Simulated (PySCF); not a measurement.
## Trend along the alkali metals: MSb cations

PBE0 with double-zeta basis sets in PySCF, for the lowest determinant that a PBE0 search found; no spin–orbit coupling. De refers to high-spin ground-configuration atoms (the charge goes to the atom of lower measured ionisation energy or higher electron affinity, which is not always the lowest computed limit). A positive dipole points towards Sb; it is taken about the centre of mass and depends on that origin.

| M | basis | charged atom | state (unpaired electrons) | Re (Å) | ωe (cm⁻¹) | De (eV) | μ (D) |
| --- | --- | --- | --- | --- | --- | --- | --- |
| Li | def2-SVP | Li+ | quartet (σ ↑, π ↑↑) | 2.957 | 200 | 0.45 | -10.31 |
| Na | cc-pVDZ/cc-pVDZ-PP | Na+ | quartet (σ ↑, π ↑↑) | 3.350 | 104 | 0.33 | -10.74 |
| K | x2c-SVPall | K+ | quartet (σ ↑, π ↑↑) | 3.799 | 65.5 | 0.23 | -11.77 |
| Rb | def2-SVP | Rb+ | quartet (σ ↑, π ↑↑) | 4.044 | 39.2 | 0.13 | -9.79 |
| Cs | def2-SVP | Cs+ | quartet (σ ↑, π ↑↑) | 4.232 | 33.7 | 0.12 | -8.10 |

The shortest bond is that of LiSb⁺ (2.957 Å), the longest that of CsSb⁺ (4.232 Å).

The rows differ in basis set, which adds steps of its own.

Down a group the atoms grow and get heavier, so bonds lengthen and wavenumbers fall; this series shows no clear exception.

Weak bonds: CsSb⁺, KSb⁺, LiSb⁺, NaSb⁺, RbSb⁺. Basis-set superposition, not corrected here, can be much of De in a small basis, most of all at correlated wavefunction levels. Spin–orbit coupling is left out, which matters for elements this heavy, above all for dissociation energies. For an ion De counts to the pair picked by the measured ionisation energies or electron affinities, which need not be the lowest pair at this level. States were picked by a PBE0 search and need not be the measured ground states.
